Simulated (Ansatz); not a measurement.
`C=NC(F)N[SiH3]` → `C=NC(F)[SiH2]N`  (isomerisation)

Program: Ansatz. Geometries: PBE0-D4/def2-TZVP. ΔE: electronic, gas phase. CCSD(T)/CBS adds triple-zeta CCSD(T) − MP2 to the extrapolated MP2 energy (def2 sets, frozen cores). DFT in def2-TZVPP. B3LYP here is the variant with VWN-RPA as its local correlation; programs differ in this. Each species was taken in one conformer, which may not be the lowest.

| level | ΔE (kcal/mol) | difference from CCSD(T)/CBS |
| --- | --- | --- |
| PBE0-D4 | -6.0 | -0.2 |
| B3LYP-D4 | -6.2 | -0.4 |
| ωB97X-V | -4.6 | 1.2 |
| ωB97M-V | -5.5 | 0.3 |
| B2PLYP | -5.4 | 0.4 |
| PBE | -6.7 | -0.9 |
| B3LYP | -5.8 | 0.0 |
| HF/def2-TZVPP | -2.4 | 3.4 |
| SCS-MP2/def2-TZVPP | -4.5 | 1.3 |
| CCSD/def2-TZVPP | -4.5 | 1.3 |
| CCSD(T)/def2-TZVPP | -4.7 | 1.1 |
| HF/def2-QZVPP | -2.5 | 3.3 |
| SCS-MP2/def2-QZVPP | -5.2 | 0.6 |
| HF/CBS(def2) | -2.5 | 3.3 |
| MP2/CBS(def2) | -6.4 | -0.6 |
| CCSD/CBS(def2) | -5.7 | 0.1 |
| CCSD(T)/CBS | -5.8 | 0 |

Largest T1 diagnostic among the species: 0.013.

From PBE to PBE0 (25 % exact exchange), in def2-TZVPP and without D4, ΔE moves by +1.0 kcal/mol. In def2-TZVPP, CCSD(T) changes the Hartree–Fock value by −2.3 kcal/mol (the triples alone add −0.2 kcal/mol) and MP2 by −2.8 kcal/mol.
